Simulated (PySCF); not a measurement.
## Radial density of Ba²⁺ (barium, charge +2)

UHF, [Xe], closed-shell 1S. All numbers are calculated (PySCF 2.14, scalar relativity by spin-free X2C-1e, in ANO-RCC-VTZP).

```csv
r (bohr),4πr²ρ (e/bohr)
0.0207,72.36
0.0348,63.56
0.0585,84.80
0.0983,88.69
0.165,71.05
0.278,71.01
0.468,27.87
0.787,27.03
1.32,8.070
2.23,3.521
3.75,0.1808
6.30,8.293e-05
10.6,1.432e-05
```

Densities and radii are taken from the X2C orbitals without a picture-change correction, which distorts them close to the nucleus.

Spin-orbit coupling, which splits the p, d and f shells strongly at this Z, is absent.
